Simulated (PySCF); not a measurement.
A PySCF script (with the pyscf-properties extension) for the NMR shieldings of SMILES CC/C(=C/[SiH3])[Si@H](C)O, C$_{5}$H$_{14}$OSi$_{2}$, on a PBE0-D3(BJ)/def2-SVP geometry:

```python
import basis_set_exchange as bse
import numpy as np
from pyscf import gto, dft
from pyscf.prop import nmr

atoms = """
C     2.747842   -0.401268   -0.145038
C     1.722799   -0.295309   -1.271595
C     0.370272    0.152904   -0.772409
C    -0.073134    1.402180   -1.026115
Si   -1.661789    2.212771   -0.471524
Si   -0.628708   -1.142459    0.197669
C    -2.212048   -1.521102   -0.729753
O    -0.889749   -0.701160    1.787916
H     2.908357    0.578808    0.329249
H     3.715912   -0.762782   -0.523625
H     2.414655   -1.097962    0.640376
H     1.627773   -1.280585   -1.763165
H     2.084046    0.406612   -2.042645
H     0.584540    2.052431   -1.627739
H    -2.672197    2.290070   -1.572705
H    -2.291970    1.461920    0.661843
H    -1.383017    3.603507   -0.000677
H     0.199869   -2.378593    0.283894
H    -2.813761   -2.266615   -0.186994
H    -1.966573   -1.934945   -1.721388
H    -2.835287   -0.627490   -0.887992
H    -1.338797    0.139503    1.918881
"""
names = dict.fromkeys(["C", "Si", "O", "H"], "pcSseg-1")
basis = {el: gto.basis.parse(bse.get_basis(n, elements=[el], fmt="nwchem")) for el, n in names.items()}
mol = gto.M(atom=atoms, basis=basis, charge=0, verbose=0)
mf = dft.RKS(mol, xc="PBE0")
mf.grids.level = 2
mf.grids.alignment = dft.numint.BLKSIZE   # the property module wants whole blocks of grid points
mf.conv_tol = 1e-9
mf.kernel()

calc = nmr.RKS(mf)   # GIAO
C = mf.mo_coeff
Co = C[:, mf.mo_occ > 0]
resp = mf.gen_response(singlet=True, hermi=2)
def vind(x):   # induced exchange potential for any number of trial vectors
    d = np.einsum("pi,xij,qj->xpq", C, 2 * x.reshape(-1, C.shape[1], Co.shape[1]), Co, optimize=True)
    return np.einsum("xpq,pi,qj->xij", resp(d - d.transpose(0, 2, 1)), C, Co, optimize=True).ravel()
mo1, _ = nmr.rhf.solve_mo1(calc, with_cphf=vind)
sigma = calc.kernel(mo1)
for i, s in enumerate(sigma):   # ppm
    print("%2d %-2s %9.2f" % (i, mol.atom_pure_symbol(i), np.trace(s) / 3))
```

**Question.** Give the expected output.

**Answer.** 
```
 0 C     167.78
 1 C     141.93
 2 C       0.80
 3 C      49.07
 4 Si    428.18
 5 Si    355.12
 6 C     181.86
 7 O     285.69
 8 H      30.51
 9 H      30.14
10 H      29.85
11 H      28.97
12 H      29.29
13 H      24.93
14 H      26.93
15 H      27.24
16 H      27.09
17 H      26.46
18 H      30.78
19 H      31.29
20 H      30.81
21 H      30.03
```

These numbers come from an equivalent density-fitted implementation of the same equations, which agrees with the script to about 0.01 ppm for H and up to a few tenths of a ppm for heavy atoms, so last digits may differ.

**Question.** Turn these shieldings into chemical shifts. References, each an isolated molecule treated in the same way: ¹³C (σref 184.41), ²⁹Si (σref 351.99), ¹H (σref 31.27) vs TMS; ¹⁷O (σref 334.56) against H2O.

**Answer.** Averaging equivalent atoms: C 2: 183.6; C 3: 135.3; C 1: 42.5; C 0: 16.6; C 6: 2.5; Si 5: -3.1; Si 4: -76.2; O 7: 48.9; H 13: 6.34; H 17: 4.80; H 14/15/16: 4.18; H 11: 2.30; H 12: 1.97; H 21: 1.24; H 8/9/10: 1.10; H 18/19/20: 0.31 ppm. Experimental scales use liquid or dissolved standards, which lie at an offset from isolated H2O (liquid H2O: subtract about 36 ppm).

Size and cost of the density-fitted run: 220 basis functions, 98 s wall time on 1 thread of an Arm Neoverse N1, shared host; peak memory 1.1 GiB.
